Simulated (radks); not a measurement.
Coulomb parameter of the 4f shell of the ytterbium ion Yb2+ in the model configuration [Xe] 4f12.5 6p1.5, as a second difference U = [E(n + 0.5) + E(n - 0.5) - 2 E(n)] / (0.5)^2 with all orbitals relaxed. "Bare": the charge of the atom changes with n. "Screened": the 6p shell takes up the change at fixed total charge, which measures U(4f,4f) + U(6p,6p) - 2 U(4f,6p). Calculated with a radial shooting solver on a logarithmic mesh with Libxc functionals: scalar-relativistic Kohn-Sham, PBE, spin-unpolarised, spherical densities, finite nucleus; Fermi nuclear charge, rms radius 5.3108 fm.

case,configuration,E - E(n) (eV)
start,[Xe] 4f12.5 6p1.5,0.000
bare +0.5,[Xe] 4f13 6p1.5,-14.651
bare -0.5,[Xe] 4f12 6p1.5,19.508
screened +0.5,[Xe] 4f13 6p1,-8.837
screened -0.5,[Xe] 4f12 6p2,11.327

U(bare) = 19.426 eV, U(screened by 6p) = 9.959 eV, against the Slater integral F0(4f,4f) = 35.433 eV with frozen orbitals.
